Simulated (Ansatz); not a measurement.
One change: `[CH3][GeH2][Cl]` becomes `[SH][GeH2][Cl]`.

Ansatz, PBE0-D4/def2-TZVP geometries, multiplicity 1. Each molecule was computed in one conformer, which needn't be the lowest.

Scalar relativity is left out up to krypton.

```tsv
property	`[CH3][GeH2][Cl]`
HOMO–LUMO gap (B3LYP/def2-TZVPP) / eV	8.11
size of the dipole moment (PBE/def2-TZVPP) / D	2.36
zero-point energy (PBE0-D4/def2-TZVP) / kJ/mol	141.2
HOMO energy (ωB97M-V/def2-TZVPP) / eV	-10.73
HOMO–LUMO gap (ωB97M-V/def2-TZVPP) / eV	12.78
HOMO energy (B3LYP/def2-TZVPP) / eV	-8.23
```

Task: Give the same properties after the change, and the shifts. (Best estimate.)

Result: The calculation gave: 
```tsv
property	`[SH][GeH2][Cl]`	shift
HOMO–LUMO gap (B3LYP/def2-TZVPP) / eV	6.68	-1.43
size of the dipole moment (PBE/def2-TZVPP) / D	1.57	-0.79
zero-point energy (PBE0-D4/def2-TZVP) / kJ/mol	70.3	-70.9
HOMO energy (ωB97M-V/def2-TZVPP) / eV	-10.02	0.71
HOMO–LUMO gap (ωB97M-V/def2-TZVPP) / eV	11.39	-1.39
HOMO energy (B3LYP/def2-TZVPP) / eV	-7.57	0.66
```

With PBE0 the HOMO rises by 0.67 eV and the LUMO falls by 0.74 eV, so the gap narrows by about 1.41 eV. PBE moves the HOMO by 0.56 eV and ωB97M-V by 0.71 eV. The zero-point energy changes by -70.9 kJ/mol with -6 modes. Dipoles are sizes alone; their direction can turn.

B3LYP here is the variant with VWN-RPA as its local correlation; programs differ in this.
